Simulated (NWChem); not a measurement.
System: Ba

Program: NWChem. def2 effective core potentials on Ba; no spin-orbit coupling. Static field.

Task: Estimate the computed values for PBE/def2-SVPD. Quantities: isotropic polarisability (bohr³); anisotropy (bohr³).

Result: 
* **isotropic polarisability (bohr³)**: 265.4
* **anisotropy (bohr³)**: 0.0
